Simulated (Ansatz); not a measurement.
Reactions of CH4ClNSi, SMILES `[SiH3]N=CCl`.

Computed with Ansatz on PBE0-D4/def2-TZVP structures; ΔE is electronic, products minus reactants. CCSD(T)/CBS is the MP2 limit (def2-TZVPP, def2-QZVPP) plus CCSD(T) − MP2 in def2-TZVPP, frozen cores. This one scheme is used for every species. Double bonds are as drawn, so ΔE can hold a change between cis and trans. DFT in def2-TZVPP. For Se outer-core shells are correlated without core-valence functions, which leaves a few kJ/mol of doubt a bond. Scalar relativity is left out up to krypton. Each species was taken in one conformer, which may not be the lowest.

```csv
reaction,ωB97M-V (eV),CCSD/CBS(def2) (eV),r2SCAN-D4 (eV),CCSD(T)/CBS(def2) (eV)
`[SiH3]/N=C/Cl` + `N[SiH2][AlH2]` → `N[SiH]([AlH2])[SiH3]` + `N=CCl`,0.51,0.50,0.43,0.47
`[SiH3]/N=C/Cl` + `C=N[SiH2]N` → `C=N[SiH2]N[SiH3]` + `N=CCl`,-0.09,-0.11,-0.05,-0.10
`[SiH3]/N=C/Cl` + `[NH2][AlH][SeH]` → `[SiH3][NH][AlH][SeH]` + `N=CCl`,-0.09,-0.11,-0.05,-0.10
`[SiH3]/N=C/Cl` + H₂Se → `[SiH3]/N=C\[SeH]` + HCl,-0.07,-0.13,-0.14,-0.15
`[SiH3]/N=C/Cl` + `N[SiH2]S` → `[SiH3]N[SiH2]S` + `N=CCl`,-0.13,-0.14,-0.08,-0.14
`[SiH3]/N=C/Cl` + `[OH][AlH2]` → `[AlH2][O]/C=N\[SiH3]` + HCl,-0.19,-0.18,-0.17,-0.16
`[SiH3]/N=C/Cl` + `B/C=C/O` → `B/C=C/O[SiH3]` + `N=CCl`,-0.25,-0.30,-0.20,-0.28
`[SiH3]/N=C/Cl` + `OB(O)[SiH3]` → `OB([SiH3])O[SiH3]` + `N=CCl`,-0.56,-0.58,-0.52,-0.57
```

Largest T1 diagnostic: 0.015, for `[AlH2][O]/C=N\[SiH3]`.
